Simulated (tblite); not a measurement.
Species: C₅H₁₆OSi₂.
Structure used (GFN2-xTB), in Å, numbered top down from 1:
```xyz
24
C5H16OSi2 angstrom
C     -1.806   -2.296    0.820
O     -0.557   -1.693    0.671
Si    -0.023   -0.862   -0.624
C     -1.241    0.507   -1.148
Si    -1.714    1.788    0.174
C      1.689   -0.249   -0.070
C      1.692    0.334    1.340
C      2.237    0.768   -1.064
H     -1.986   -3.020    0.022
H     -1.822   -2.810    1.782
H     -2.602   -1.548    0.797
H      0.117   -1.778   -1.777
H     -2.156    0.019   -1.489
H     -0.846    1.029   -2.017
H     -1.984    1.148    1.463
H     -0.650    2.786    0.328
H     -2.932    2.486   -0.259
H      2.368   -1.109   -0.072
H      1.068    1.224    1.388
H      1.310   -0.393    2.051
H      2.704    0.611    1.637
H      2.260    0.352   -2.069
H      3.249    1.068   -0.795
H      1.613    1.659   -1.081
```

Method: GFN2-xTB as coded in tblite; computed harmonic values from a numerical Hessian at the method's own geometry, unscaled. The method is semi-empirical: single wavenumbers can be off by several per cent or more. Modes of hydrogen on silicon can be 10 to 20 % off. One conformer, not necessarily the lowest.

Harmonic wavenumbers (cm⁻¹): 44.4, 58.6, 82.1, 89.0, 109.8, 131.3, 140.2, 162.0, 212.7, 227.3, 251.3, 269.6, 306.0, 355.8, 419.2, 495.4, 513.6, 617.4, 635.6, 665.5, 713.7, 752.7, 777.1, 795.2, 807.4, 810.5, 833.4, 945.3, 955.8, 997.3, 1025.8, 1047.6, 1128.9, 1132.6, 1139.5, 1144.1, 1150.8, 1184.5, 1289.8, 1311.9, 1408.3, 1414.4, 1422.4, 1461.4, 1482.9, 1491.0, 1501.4, 1504.5, 1515.4, 1517.5, 2129.4, 2216.5, 2237.0, 2252.2, 2928.4, 2946.6, 2959.3, 2965.9, 2989.0, 2996.2, 2997.0, 3003.2, 3023.8, 3031.3, 3033.7, 3046.9.

A = 1318, B = 1153, C = 813.8 MHz; mass 148.074 u (most abundant isotopes); point group C1, symmetry number 1.

Q: Zero-point energy?

A: ½Σν̃ = 42603 cm⁻¹ = 121.81 kcal/mol.

Q: Entropy at 298.15 K, 1 bar (ideal gas, RRHO, classical rotation)?

A: Translation 40.91, rotation 29.94, vibration 44.27: S = 115.1 cal/(mol K).

Q: And Cp and H(298.15 K) − H(0)?

A: Cp = 49.87 cal/(mol K), of which vibrations give 41.92 (their classical limit is 66 R = 131.2); H(298.15 K) − H(0) = 9.13 kcal/mol without the zero-point energy, 6.76 from vibrations.

Q: Which modes carry the vibrational entropy at 298.15 K?

A: 44.4 cm⁻¹: 5.05; 58.6 cm⁻¹: 4.50; 82.1 cm⁻¹: 3.84; 89.0 cm⁻¹: 3.68; 109.8 cm⁻¹: 3.27; 131.3 cm⁻¹: 2.93 cal/(mol K); the other 60 give 20.99 together.

Q: How do the functions run with temperature in this model?

A: 
| T (K) | S (cal/(mol K)) | Cp (cal/(mol K)) | H − H(0) (kcal/mol) | G − H(0) (kcal/mol) | ln q(vib) |
| --- | --- | --- | --- | --- | --- |
| 100 | 76.2 | 25.5 | 1.64 | -5.98 | 2.80 |
| 200 | 97.8 | 37.9 | 4.82 | -14.73 | 7.00 |
| 300 | 115.4 | 50.1 | 9.22 | -25.41 | 10.94 |
| 500 | 146.4 | 71.9 | 21.52 | -51.67 | 18.27 |
| 800 | 185.4 | 94.0 | 46.68 | -101.63 | 28.32 |
| 1000 | 207.5 | 104.0 | 66.53 | -140.96 | 34.44 |

q(vib) and H(0) count from the zero-point level.

Q: What must be added to the electronic energy to get the Gibbs energy at 298.15 K and 1 bar?

A: ZPE + [H(298.15 K) − H(0)] − T·S = 121.81 + 9.13 − 34.32 = 96.62 kcal/mol.

Q: Blend soft modes into free rotors: weight 1/[1 + (100 cm⁻¹/ν̃)⁴] for the oscillator and the rest for a rotor with moment μB/(μ + B), μ = h/(8π²ν), B = 10⁻⁴⁴ kg m². What vibrational entropy results?

A: 40.61 cal/(mol K) in place of 44.27, which changes −T·S at 298.15 K by +1.09 kcal/mol.

Hindered rotation and anharmonicity are outside this model. Other conformers, if any are populated, would add a mixing term that is left out. The structure is chiral; the term R ln 2 for an equal mix with its mirror image is left out.
